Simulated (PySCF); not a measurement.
Electric field gradients and quadrupole coupling constants

Compound: B(H2O)Cl3.
Geometry (PBE0-D3(BJ)/def2-SVP, Å), atoms numbered from 1 in this order:
```
atom  x, y, z in Å
B1     0.1440   -0.0553   -0.6073
O2     0.1924    0.0347    1.0449
H3    -0.4152   -0.6590    1.3581
H4    -0.1973    0.8989    1.2680
Cl5    1.8376   -0.2651   -1.1474
Cl6   -0.6193    1.5433   -1.0473
Cl7   -0.9421   -1.4975   -0.8690
```

Field gradients from the PBE0/pcSseg-1 density (PySCF, non-relativistic), principal values in atomic units, ordered |Vxx| ≤ |Vyy| ≤ |Vzz|:

```tsv
atom	Vxx	Vyy	Vzz
B1	-0.0629	-0.1000	0.1629
O2	0.4044	1.1492	-1.5536
Cl5	-1.1944	-1.4219	2.6163
Cl6	-0.9964	-1.4840	2.4804
Cl7	-0.9984	-1.4848	2.4831
```

Find the asymmetry η = (Vxx − Vyy)/Vzz and the couplings χ = eQV/h (234.96 MHz × Q in barn × V in au), with Q(11B) = 0.04059 b, Q(17O) = −0.0256 b, Q(35Cl) = −0.0817 b.

```
atom                 environment  nucleus     η  χzz (MHz)  χxx (MHz)  χyy (MHz)
  B1  boron bonded to 3 Cl and O      11B  0.23      1.553     -0.599     -0.954
  O2  oxygen bonded to B and 2 H      17O  0.48       9.35      -2.43      -6.91
 Cl5        chlorine bonded to B     35Cl  0.09     -50.22      22.93      27.30
 Cl6        chlorine bonded to B     35Cl  0.20     -47.62      19.13      28.49
 Cl7        chlorine bonded to B     35Cl  0.20     -47.67      19.17      28.50
```

What is Vzz at O2 in SI units (1 au = 9.71736 × 10²¹ V/m²)?

-1.5536 au = -15.097 × 10²¹ V/m².

What couplings would deuterons (Q(2H) = 0.00286 b) have in place of the hydrogens, at this geometry?

```tsv
atom	bonded to	bond length (Å)	Vzz (au)	η	χzz (kHz)
H3	O2	0.974	0.4038	0.12	271
H4	O2	0.974	0.4038	0.12	271
```

Geometry: PBE0-D3(BJ)/def2-SVP; no solvent, vibrations or thermal averaging. These gradients aren't converged with respect to the basis.
